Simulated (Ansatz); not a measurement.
Basis sets compared for [BBrH3]- (BH₃Br⁻). The state is a singlet with charge -1. Geometry PBE-D4/def2-TZVPD. Ansatz on 4 threads of Arm Neoverse V1 on a shared host; times are rough, and most runs start from earlier orbitals.

```xyz
5

B    -0.1348   -0.0350    0.1932
Br    1.0873    0.2819   -1.5581
H    -1.2465    0.3730   -0.1115
H     0.3950    0.6204    1.0792
H    -0.1010   -1.2402    0.3972
```

The 6-31G sets use Cartesian d functions.

| level | functions | energy (Eh) | HOMO (eV) | LUMO (eV) | wall time |
| --- | --- | --- | --- | --- | --- |
| HF/STO-3G | 26 | -2570.7212 | -0.72 | 18.70 | 0.1 s |
| HF/6-31G | 44 | -2598.5209 | -4.61 | 10.74 | 0.15 s |
| PBE-D4/def2-SVPD | 85 | -2600.1214 | -0.81 | 4.11 | 0.4 s |
| PBE0-D4/def2-SVPD | 85 | -2600.2224 | -2.02 | 4.57 | 0.5 s |

Task: Estimate the rows for PBE-D4/def2-TZVPD, PBE0-D4/def2-TZVPD.

Result: 
| level | functions | energy (Eh) | HOMO (eV) | LUMO (eV) | wall time |
| --- | --- | --- | --- | --- | --- |
| PBE-D4/def2-TZVPD | 121 | -2600.4578 | -0.81 | 3.36 | 0.65 s |
| PBE0-D4/def2-TZVPD | 121 | -2600.5579 | -2.02 | 3.71 | 0.95 s |
